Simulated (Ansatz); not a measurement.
Reaction (SMILES): F[Si](F)(Cl)Cl -> F[Si](Cl)Cl + F atom (the F-Si bond at the site shown breaks; other sites are not compared here)
Structures are relaxed separately at B3LYP-D3(BJ)/def2-TZVP in Ansatz (an electronic-structure program). Frequencies are from Ansatz.

Quantity: bond dissociation energy (0 K, with B3LYP-D3(BJ) harmonic zero-point energies), in kcal/mol. Correlated levels leave the core frozen unless marked. UHF or UKS for open shells. Spin-orbit coupling is left out. Non-relativistic unless marked X2C. CBS marks a two-point X^-3 extrapolation of the correlation energy; Hartree-Fock from the larger set. The bracket is a focal-point correction in the basis named.

```tsv
level	program	bond dissociation energy (kcal/mol)
HF/6-31G*	Ansatz	117.3
```

**Question.** What does RI-MP2/CBS(cc-pV(T+d)Z,cc-pV(Q+d)Z)+[CCSD(T)-MP2]/cc-pV(T+d)Z (Ansatz) give?

**Answer.** 159.9 kcal/mol
